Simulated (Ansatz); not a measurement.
Mulliken charges of CHBrF (`F[CH]Br`) radical from PBE/def2-TZVPP in Ansatz (PBE0-D4/def2-TZVP geometry).

```
atom   x (Å)   y (Å)   z (Å)  charge (e)
  F1  -0.273  -1.048   0.789      -0.108
  C2   0.225  -0.188  -0.084      -0.002
 Br3  -1.030   0.869  -0.966      -0.005
  H4   1.134   0.307   0.241       0.116
```

Problem. By hand: the dipole of these point charges (1 e Å = 4.8032 D).

Solution. Σ q r = (0.166, 0.145, -0.052) e Å, of length 0.226 e Å = 1.09 D.

Problem. How does the dipole of the full density compare? (Best estimate.)

Solution. Ansatz gave: (0.160, 0.120, 0.038) e Å, 0.98 D; the point charges give 1.11 times that, at 24° from its direction.

Point charges leave out the atoms' own dipoles, such as those of lone pairs, and Mulliken's split depends on the basis, so the two needn't agree.
